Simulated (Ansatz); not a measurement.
A nudged elastic band was laid between two geometries of C2H9AlS (13 atoms, charge 0, multiplicity 1).

Level of theory: Ansatz, RKS LDA/def2-SVP.

```json
{"movable images": "9", "climbing image": "yes", "spring": "5.0 eV/Å²", "optimiser": "quadratic models (default)", "start path": "through a guess of the saddle point", "force threshold": "0.05 eV/Å", "iteration limit": "60", "end points": "relaxed"}
```

First end point:

```xyz
13
Properties=species:S:1:pos:R:3
Al -1.101 0.659 0.011
C 0.506 -0.476 0.164
C 0.449 -1.471 1.313
H -1.272 1.912 1.015
H -2.425 0.040 -0.673
H 0.088 1.009 -2.722
S -0.413 2.035 -1.968
H 0.648 -1.018 -0.802
H 1.402 0.182 0.274
H -0.419 -2.162 1.221
H 1.357 -2.114 1.384
H 0.345 -0.963 2.298
H 0.834 2.369 -1.514
```

Last end point:

```xyz
13
Properties=species:S:1:pos:R:3
Al -1.626 0.942 0.218
C 1.428 -0.819 -0.352
C 0.260 -0.888 0.599
H -1.261 1.831 1.497
H -2.814 -0.124 0.176
H 1.239 -0.052 -1.136
S -0.888 1.609 -1.743
H 1.586 -1.791 -0.865
H 2.370 -0.557 0.173
H -0.691 -1.152 0.072
H 0.364 -1.663 1.390
H 0.144 0.067 1.180
H -0.111 2.597 -1.209
```

Q: Which bonds break or form, and what moves?

A: Bonds broken: Al1–C2, H6–S7. Bonds formed: C2–H6. C2H9AlS becomes AlH3S + C2H6.

Q: What energy profile does the band end with?

A: It converged. The highest image is number 4 of 0 to 10, 6.4 kcal/mol above the first end and 28.1 kcal/mol above the last; the last end lies 21.7 kcal/mol below the first. The profile has 2 maxima (images 4, 7) with wells between them (image 6): this band takes more than one step, which may be the mechanism or a detour left from its start path. A vibrational analysis at the climbing image gives one clearly imaginary mode, 529i cm⁻¹: a first-order saddle point. The orbitals stay closed-shell, which can raise the energy where a bond breaks towards radicals; this wasn't checked here.

| image | path coordinate (Å) | energy (kcal/mol) | Al1–C2 (Å) | H6–S7 (Å) | C2–H6 (Å) |
| --- | --- | --- | --- | --- | --- |
| 0 | 0.00 | 0.0 | 1.97 | 1.37 | 3.27 |
| 1 | 0.83 | 0.2 | 1.97 | 1.37 | 3.17 |
| 2 | 1.65 | 0.9 | 1.98 | 1.37 | 2.91 |
| 3 | 2.48 | 3.1 | 1.98 | 1.38 | 2.32 |
| 4 | 3.30 | 6.4 | 2.06 | 1.55 | 1.66 |
| 5 | 4.45 | -18.4 | 2.67 | 2.55 | 1.13 |
| 6 | 5.59 | -20.3 | 2.74 | 3.09 | 1.13 |
| 7 | 6.73 | -19.5 | 2.95 | 2.84 | 1.13 |
| 8 | 7.87 | -19.6 | 3.35 | 2.74 | 1.11 |
| 9 | 9.02 | -21.6 | 3.56 | 2.77 | 1.11 |
| 10 | 10.16 | -21.7 | 3.57 | 2.77 | 1.11 |

Q: What is the geometry of the highest image?

A: 
```xyz
13
Properties=species:S:1:pos:R:3
Al -1.150 0.566 -0.245
C 0.530 -0.620 -0.243
C 0.421 -1.136 1.190
H -1.223 1.502 1.054
H -2.374 -0.235 -0.888
H 0.487 0.751 -1.175
S -0.104 1.938 -1.978
H 0.311 -1.427 -0.981
H 1.590 -0.329 -0.437
H -0.618 -1.457 1.443
H 1.072 -2.019 1.378
H 0.694 -0.355 1.932
H 0.365 2.822 -1.049
```

Run time: 2.8 min on 2 threads of Arm Neoverse V1, with other jobs on the host, peak memory 0.14 GiB.
